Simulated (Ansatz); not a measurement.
```yaml
crystal:
  periodic: [false, false, false]
  atoms:
    - {symbol: N, position_ang: [-0.208327, 1.198492, -0.980139]}
    - {symbol: Sb, position_ang: [0.356800, 0.529620, 0.638368]}
    - {symbol: N, position_ang: [0.999765, -1.000025, -0.195877]}
    - {symbol: O, position_ang: [-1.068499, -0.461420, 1.182178]}
    - {symbol: H, position_ang: [-0.604152, 0.558676, -1.529497]}
    - {symbol: H, position_ang: [-0.706250, 1.983327, -0.973911]}
    - {symbol: H, position_ang: [1.904889, -0.969724, -0.412103]}
    - {symbol: H, position_ang: [-1.137487, -0.134597, 1.965234]}
    - {symbol: H, position_ang: [-1.437487, -0.134597, 1.915234]}
basis:
  gaussian: {orbitals: def2-TZVPD, nuclear_model: gaussian, point_charges: [{charge: 0.50, position_ang: [5.405, -0.229, -0.257]}]}
hamiltonian: {xc: {name: HF}, pseudopotentials: {relativity: none}}
correlation: {method: rpa, electrons: outside_noble_gas}
```

```sh
$ ansatz run in.yaml --threads 4 --pin off --events-out ev --progress --plain --max-ram 10444MiB
```

Shortened log:

```
Functional definition: HF
1608 factors; integrals over basis functions are off by at most 1.1e-3 eV
mean field evaluation 1: about -11557.4771 eV, gradient 6.7e1 eV
mean field evaluation 2: about -11557.5756 eV, gradient 6.7e1 eV
mean field evaluation 4: about -11566.4605 eV, gradient 9.9e0 eV
mean field evaluation 8: about -11566.7238 eV, gradient 8.2e-1 eV
mean field -11566.72923939 eV, -425.0694593368 hartree, gradient 2.7e-6 eV, S^2 0.000000; 0 other end points of the search recorded, 0 dependent functions left out
12 core orbitals not correlated, not the lowest: weight in the atoms' cores, before any rotation towards them, 0.939 or more for the frozen orbitals, at most 0.083 for the correlated occupied ones
reference -11566.72923939 eV, -425.0694593368 hartree; 13, 13 occupied and 190, 190 virtual orbitals, 1608 factors
Total energy: -11591.53601631 eV, -425.9810915739 hartree
```

In this input one atom was put on top of another. The run converged. The result belongs to that input, not to the molecule as meant.
